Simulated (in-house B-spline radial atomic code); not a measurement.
Results of a calculation; reference values are marked as such.
## C6 from the polarisability at imaginary frequency: the nitrogen ion N³⁺

OLYP linear response of the closed shell [He] 2s2, from an all-electron radial atomic-structure program (B-spline basis); non-relativistic, point nucleus, no spin-orbit coupling.

The dispersion coefficient of two like species is C6 = (3/π) ∫ α(iu)² du from 0 to ∞.

| u (hartree) | α(iu) (bohr³) |
| --- | --- |
| 0 | 2.115 |
| 0.24 | 1.819 |
| 0.56 | 1.148 |
| 0.96 | 0.6516 |
| 1.6 | 0.3353 |
| 2.4 | 0.1893 |
| 3.6 | 0.1036 |
| 5.6 | 0.05218 |
| 8 | 0.02966 |
| 12 | 0.01558 |
| 20 | 0.006858 |
| 40 | 0.0021 |

Fit one oscillator, α(iu) = α(0)/(1 + u²/ω²), through u = 0.56 and estimate C6.

From α(0)/α(iu) − 1 = 2.115/1.148 − 1 = 0.8423, ω = u/√0.8423 = 0.6102 hartree (16.6 eV). London's formula gives C6 = (3/4) α(0)² ω = 0.75 × 2.115² × 0.6102 = 2.047 hartree·bohr⁶, and the oscillator holds f = α(0) ω² = 0.79 electrons, of a sum of oscillator strengths of 4.0.

How does that compare with the full integral?

The program's quadrature over all excitations gives C6 = 2.125, so the single oscillator is off by -3.7 %. At the last point the fit gives α = 0.000492 against 0.0021: higher excitations, and deeper shells where there are any, keep the true curve higher at large u.
